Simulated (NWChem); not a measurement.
Species: C2H6OSi2; SMILES [SiH3]C1[SiH2]OC=1

```xyz
11

Si     0.1093    -2.1331     0.0000
C     -0.0628    -0.2976     0.0000
C     -1.1804     0.4801     0.0000
O     -0.8981     1.8120     0.0000
Si     0.7879     1.3449     0.0000
H      0.8569    -2.6114    -1.2047
H      0.8569    -2.6114     1.2047
H     -1.2491    -2.7611     0.0000
H     -2.2451     0.2058     0.0000
H      1.4896     1.8263    -1.2208
H      1.4896     1.8263     1.2208
```
Atoms are numbered in this order, from 1.

Level: PBE0/def2-SVP (NWChem), optimised geometry, unscaled harmonic frequencies. 

Problem. List the harmonic frequencies with IR intensities, and the thermochemistry.

Solution. 
```
frequency (cm⁻¹)  IR intensity (km/mol)
----------------  ---------------------
94                                  0.1
169                                 1.6
173                                 0.3
314                                 5.7
421                                10.9
589                                 0.0
606                                32.3
658                                 7.2
667                                65.0
706                               154.3
724                                26.5
774                                14.2
927                               387.6
934                                44.5
957                                39.4
970                                 6.2
976                               136.7
1100                               65.4
1176                              186.3
1285                               10.8
1602                              217.9
2218                              115.3
2223                              113.6
2225                              108.5
2264                              105.4
2274                              112.8
3168                               11.8
```

| Item | Result |
|---|---|
| zero-point energy | 43.1 kcal/mol |
| thermal correction to the enthalpy at 298.15 K (with zero-point energy) | 47.9 kcal/mol |
| heat capacity Cv | 23.8 cal/(mol K) |
| entropy at 298.15 K and 1 atm (symmetry number 1) | 80.6 cal/(mol K) |
| dipole moment | 0.67 D |

Rigid rotor and harmonic oscillator; modes under 100 cm⁻¹ make the entropy uncertain.
